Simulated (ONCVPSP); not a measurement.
## Before and after: ONCV potential for hafnium (Hf)

| Item | Value |
| --- | --- |
| Element | Hf (Z = 72) |
| Generator | ONCVPSP 4.0.1 |
| Type | optimised norm-conserving Vanderbilt (ONCV) |
| Functional | PBE |
| Relativity | scalar-relativistic |
| Frozen core | [Xe] 4f14 |
| Valence charge | 4 |
| Reference configuration | 5d2 6s2 |
| Partial waves | 6s: rc 2.25 bohr, ncon 3, nbas 6, qcut 3.2 1/bohr, 2 projectors, debl 1.5 Ha; p scattering state at 0.08 Ha: rc 2.80 bohr, ncon 5, nbas 8, qcut 2.8 1/bohr, 1 projector; 5d: rc 2.75 bohr, ncon 3, nbas 7, qcut 6.3 1/bohr, 2 projectors, debl 3.1 Ha |
| Local potential | polynomial inside 1.55 bohr (lpopt 5, dvloc0 0 Ha) |
| Core correction | none |

In the p channel the program set the typed energies aside and used 0.050 Ha.

All-electron outer shells of the reference configuration (PBE, scalar-relativistic, ld1.x):

```
shell  level (eV)  outermost node (bohr)  outermost maximum (bohr)
   4f      -16.83                      –                      0.45
   6s       -5.11                   1.37                      2.89
   5d       -2.69                   0.67                      1.69
```

Change: s: qcut 2.6; p: qcut 2.3; d: qcut 5.1.

Cutoffs: the cutoffs (Ha) at which the residual kinetic energy of the hardest occupied pseudo-wave falls to 1 and 0.1 mHa per electron; they do not see the model core or the augmentation charge, which bear on the density cutoff. Errors are all-electron minus pseudo energies relative to the spin-unpolarised reference configuration.

**Question.** What does the change do?

**Answer.** The potential gets neither clearly harder nor softer (11 Ha and 17 Ha → 9.0 Ha and 18 Ha); both files keep a bound ghost (p, s); of the 3 tests that both files solve, the error grows in 1 and shrinks in 0 by more than 15 % and 0.3 meV (median size 6.3 → 6.7 meV); the range in which the d phases agree narrows (upper end 4.8 → 1.1).

```csv
quantity,base,changed
"cutoff, loose",11 Ha,9.0 Ha
"cutoff, tight",17 Ha,18 Ha
loose cutoff by channel,"s 2.9 Ha, d 11 Ha","s 2.9 Ha, d 9.0 Ha"
bound ghosts,"s, p","s, p"
GHOST(+) flags under 300 eV,none,none
tests with a reliable result,3 of 4,3 of 4
"error for 5d2 6s1, meV [ΔE 7.98 eV]",+5.3,+6.7
"error for 5d2 6s0, meV [ΔE 22.16 eV]",+143,+146
"error for 5d2 6s1 6p1, meV [ΔE 3.83 eV]",+6.3,+6.4
s: phases at 2.29 bohr within 0.05 rad from the reference energy up to (Ha; the scan ends near 5),4.1,4.0
p: phases at 2.84 bohr within 0.05 rad from the reference energy up to (Ha; the scan ends near 5),0.9,0.9
d: phases at 2.79 bohr within 0.05 rad from the reference energy up to (Ha; the scan ends near 5),4.8,1.1
```

 A true bound ghost makes a file unfit for plane-wave use even where its test errors are small: the radial tests pick states by their node count and pass the ghost by.
